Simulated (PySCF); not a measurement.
## Partial charges of `COCc1ccc[n-]1`

Species: C6H8NO (charge -1).
Z-matrix (Å and degrees, GFN2-xTB geometry), rows numbered from 1:
```
C 
O   1  1.4025
C   2  1.4432  1  111.63
C   3  1.4902  2  114.69  1   -61.75
C   4  1.3890  3  127.43  2   -97.26
C   5  1.4002  4  105.84  3   179.52
C   6  1.3844  5  105.50  4    -0.30
N   7  1.3451  6  112.14  5     0.22
H   1  1.0919  2  107.59  3   161.43
H   1  1.1025  2  110.80  3   -79.28
H   1  1.0959  2  110.32  3    40.88
H   3  1.1042  2  107.64  1    61.79
H   3  1.0952  2  103.89  1   177.33
H   5  1.0822  4  126.69  3    -1.08
H   6  1.0831  5  127.32  4   179.52
H   7  1.0845  6  127.78  5  -179.87
```

Density: PBE0/pcSseg-1 (PySCF); schemes: Mulliken, IAO, Hirshfeld and ESP-fitted. Geometry: GFN2-xTB, one conformer, isolated ion. The pcSseg-1 basis has no diffuse functions, a weakness for an anion.

Task: Give the atomic charges in each scheme.

Result: In e; atoms taken as equivalent share a row and are averaged (×n: the atom named and its like, n in all):

| atom | environment | Mulliken | IAO | Hirshfeld | ESP-fitted |
| --- | --- | --- | --- | --- | --- |
| C1 | methoxy carbon | -0.017 | -0.207 | -0.071 | -0.214 |
| O2 | ether oxygen | -0.541 | -0.429 | -0.188 | -0.255 |
| C3 | sp3 carbon bound to oxygen | +0.169 | -0.062 | -0.026 | -0.405 |
| C4 | substituted aromatic carbon | -0.074 | -0.019 | -0.048 | +0.413 |
| C5 | aromatic CH carbon | -0.181 | -0.292 | -0.168 | -0.334 |
| C6 | aromatic CH carbon | -0.213 | -0.302 | -0.178 | -0.506 |
| C7 | aromatic CH next to a ring nitrogen | +0.020 | -0.143 | -0.115 | +0.092 |
| N8 | two-coordinate ring nitrogen | -0.496 | -0.429 | -0.266 | -0.695 |
| H9/H10/H11 | methyl hydrogen | +0.075 | +0.120 | +0.015 | +0.102 |
| H12/H13 | methylene hydrogen | +0.064 | +0.111 | +0.014 | +0.137 |
| H14 | aromatic hydrogen | -0.010 | +0.102 | -0.001 | +0.121 |
| H15 | aromatic hydrogen | -0.004 | +0.100 | -0.005 | +0.156 |
| H16 | aromatic hydrogen | -0.005 | +0.097 | -0.005 | +0.046 |

Mean size of the charges over all atoms: ESP-fitted 0.239 e, IAO 0.173 e, Mulliken 0.130 e, Hirshfeld 0.071 e. Each set sums to the total charge, -1, to within 0.001 e. The Hirshfeld scheme divides the density at each point in proportion to the densities of the neutral, spherically averaged free atoms. The ESP scheme is a least-squares fit of atom-centred charges to the potential on four shells outside the van der Waals surface, with the total charge fixed.

Some averages cover members that differ in this geometry: H9/H10/H11, ESP-fitted +0.055 to +0.172; H9/H10/H11, Mulliken +0.038 to +0.123; H9/H10/H11, IAO +0.089 to +0.154; H12/H13, ESP-fitted +0.123 to +0.152 e.

Lowest charge. The schemes don't all agree: Mulliken O2 (-0.541); IAO O2 and N8 (-0.429); Hirshfeld N8 (-0.266); ESP-fitted N8 (-0.695).

Highest charge. The schemes don't all agree: Mulliken C3 (+0.169); IAO H9/H10/H11 (+0.120); Hirshfeld H9/H10/H11 (+0.015); ESP-fitted C4 (+0.413).

Task: How closely do the schemes follow one another over all atoms?

Result: Correlation coefficient and root-mean-square difference: IAO with Hirshfeld 0.97, 0.118 e; Mulliken with Hirshfeld 0.87, 0.127 e; Mulliken with IAO 0.84, 0.112 e; IAO with ESP-fitted 0.79, 0.180 e; Hirshfeld with ESP-fitted 0.77, 0.230 e; Mulliken with ESP-fitted 0.59, 0.237 e.

Task: Sum the charges by element, for elements with more than one atom.

Result: 
```tsv
element	atoms	Mulliken	IAO	Hirshfeld	ESP-fitted
C	6	-0.297	-1.024	-0.605	-0.954
H	8	+0.334	+0.882	+0.059	+0.903
```

These values come from a run that also computed NMR shieldings. On Arm Neoverse N1, one thread, shared host with 64 logical CPUs at a one-minute load of 16, this took 36 s of wall time and 0.79 GiB of memory at its peak.
